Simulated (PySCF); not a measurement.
Telling isomers of C8H13NSi apart by NMR

All values are calculated (PySCF 2.14.0 with density-fitted response routines): σ from GIAO-PBE0/pcSseg-1, PBE0-D3(BJ)/def2-SVP structure. A single conformation, equivalent nuclei averaged, relativity neglected, in vacuum.

Scale: 1H (31.27 ppm) and 13C (184.41 ppm) against TMS (reference shieldings calculated alike). Where no couplings were computed, multiplicities follow the n + 1 count of equivalent neighbours, and m marks all less simple cases (inequivalent or close neighbours, rings, F or P nearby). Shifts are as computed. Against solution values, carbons near 30 ppm lie about +2 ppm off and those near 130 ppm about +5 ppm. Of 1309 compounds with measured shifts, 239 miss one by over three times the rms of a fit or turn the order of signals round; such compounds aren't used in these exercises.

(1) Tabulate the signals of `C[Si](C)(C)c1ccccn1`, `C[Si](C)(C)c1ccncc1` and their relative energies.

(2) What is the quickest way to tell C[Si](C)(C)c1ccccn1 from C[Si](C)(C)c1ccncc1?

## Answers

(1) 
| SMILES | carbon types | δC | δH | E rel. (kcal/mol) |
| --- | --- | --- | --- | --- |
| C[Si](C)(C)c1ccccn1 | 1×C 4×CH 3×CH3 | 175.5, 155.6, 139.1, 133.8, 127.1, -1.7 | 8.90 (d, 1H), 7.56 (m, 1H), 7.47 (m, 1H), 7.09 (m, 1H), 0.32 (s, 9H) | 0.2 |
| C[Si](C)(C)c1ccncc1 | 1×C 4×CH 3×CH3 | 154.9, 153.9, 133.2, -1.3 | 8.72 (d, 2H), 7.25 (d, 2H), 0.28 (s, 9H) | 0.0 |

Energies are electronic energies at PBE0/pcSseg-1 on these geometries, without zero-point or thermal terms, each for the one conformer computed, which needn't be the lowest.

(2) Count the carbon signals: 6 against 4. The first has a substituted aromatic carbon next to a ring nitrogen (C) at 175.5 ppm, the second a substituted aromatic carbon (C) at 153.9 ppm. Their most deshielded carbons lie at 175.5 and 154.9 ppm.
